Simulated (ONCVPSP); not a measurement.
Configuration tests for C (Z = 6) (ONCV)

ONCVPSP 4.0.1 input, shortened (lines: element, Z, core and valence counts, functional; n l f; lmax; l rc ep ncon nbas qcut; lloc lpopt rc5 dvloc0; l nproj debl; icmod fcfact rcfact), LDA (Perdew-Zunger), scalar-relativistic:

```
  C 6.00    1    2        3      upf
    1    0    2.00
    2    0    2.00
    2    1    2.00
    2
    0    1.15    0.00    4    8    5.20
    1    1.75    0.00    4    7    7.80
    2    1.80    0.34    4    9    5.40
    4    5    1.00    0.00
    0    2    2.90
    1    3    3.60
    2    2    0.60
    0    0.00    0.00
```

Energies are relative to the spin-unpolarised reference configuration 2s2 2p2; without spin polarisation the order of configurations can differ from experiment.

```
valence configuration  charge  ΔE all-electron (eV)  error AE − PS (meV)
              2s2 2p1      +1                10.988                  +19
              2s2 2p0      +2                35.247                 +188
              2s1 2p0      +3                83.217                 +473
```

Problem. What are ΔE and the potential's error for 2s1 2p3?

Solution. ΔE = 8.242 eV all-electron; the error (AE − PS) is +8.2 meV.
